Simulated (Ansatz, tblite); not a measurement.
Cost and result up the ladder for Au₂Cl₂ (the lowest singlet isomer of a short search) (4 atoms). Charge 0, multiplicity 1. Geometry: PBE0-D4/def2-SVP.

Cartesian coordinates in Å:
```
Au -0.2988 0.9618 -0.9628
Au 0.2993 -0.9615 0.9628
Cl 0.0888 -1.4744 -1.4999
Cl -0.0893 1.4741 1.4999
```

Ansatz on 4 threads of Arm Neoverse V2 on a shared host; xTB runs through tblite on one thread. Times are rough, summed over both states, and most runs start from the orbitals of an earlier one. PBE-QIDH/def2-TZVP serves as the yardstick here, not as an exact answer. The other state is a quintet at its own geometry, which has other bonds, so the gap mixes isomer and spin.

In the def2 sets Au takes a core potential; there is no spin–orbit coupling. The xTB rows come from tblite. Correlated methods freeze 10 core orbitals; core or outer-core shells of Au are correlated, in sets that lack core-valence functions. At PBE0-D4/def2-TZVP a singlet of charge 0 lies 3.89 eV below the quintet, each at its own geometry. The structure comes from a short search, and lower isomers may exist.

Second-order perturbation terms are unreliable where d shells bring near-degenerate states, and here PBE-QIDH/def2-TZVP lies more than 0.4 eV from the median of the functionals without such a term.

Correlated methods converge slowly with the basis.

xTB has no spin-polarisation term.

```csv
level,functions,wall time
GFN1-xTB,36,0.007 s
GFN2-xTB,36,0.007 s
PBE-D4/def2-TZVP,154,3.6 s
PBE0-D4/def2-TZVP,154,5.3 s
CAM-B3LYP-D4/def2-TZVP,154,6.5 s
RPA@PBE/def2-TZVP,154,7.1 s
r2SCAN-D4/def2-TZVP (with forces),154,9.7 s
PBE-QIDH/def2-TZVP,154,10 s
r2SCAN0-D4/def2-TZVP,154,11 s
B97M-V/def2-TZVP,154,15 s
ωB97X-V/def2-TZVP,154,22 s
```

Task: Estimate what each level gives for the quintet − singlet (eV).

Result: 
```json
{"level": "GFN1-xTB", "quintet − singlet (eV)": "4.16", "difference from PBE-QIDH/def2-TZVP (eV)": "-0.19", "remarks": "–"}
{"level": "GFN2-xTB", "quintet − singlet (eV)": "6.98", "difference from PBE-QIDH/def2-TZVP (eV)": "2.64", "remarks": "–"}
{"level": "PBE-D4/def2-TZVP", "quintet − singlet (eV)": "3.49", "difference from PBE-QIDH/def2-TZVP (eV)": "-0.85", "remarks": "–"}
{"level": "PBE0-D4/def2-TZVP", "quintet − singlet (eV)": "3.89", "difference from PBE-QIDH/def2-TZVP (eV)": "-0.46", "remarks": "–"}
{"level": "CAM-B3LYP-D4/def2-TZVP", "quintet − singlet (eV)": "4.04", "difference from PBE-QIDH/def2-TZVP (eV)": "-0.31", "remarks": "–"}
{"level": "RPA@PBE/def2-TZVP", "quintet − singlet (eV)": "3.68", "difference from PBE-QIDH/def2-TZVP (eV)": "-0.67", "remarks": "–"}
{"level": "r2SCAN-D4/def2-TZVP (with forces)", "quintet − singlet (eV)": "3.35", "difference from PBE-QIDH/def2-TZVP (eV)": "-1.00", "remarks": "–"}
{"level": "PBE-QIDH/def2-TZVP", "quintet − singlet (eV)": "4.35", "difference from PBE-QIDH/def2-TZVP (eV)": "0.00", "remarks": "test for broken spin undecided (singlet)"}
{"level": "r2SCAN0-D4/def2-TZVP", "quintet − singlet (eV)": "3.70", "difference from PBE-QIDH/def2-TZVP (eV)": "-0.65", "remarks": "–"}
{"level": "B97M-V/def2-TZVP", "quintet − singlet (eV)": "3.91", "difference from PBE-QIDH/def2-TZVP (eV)": "-0.44", "remarks": "–"}
{"level": "ωB97X-V/def2-TZVP", "quintet − singlet (eV)": "4.48", "difference from PBE-QIDH/def2-TZVP (eV)": "0.14", "remarks": "–"}
```
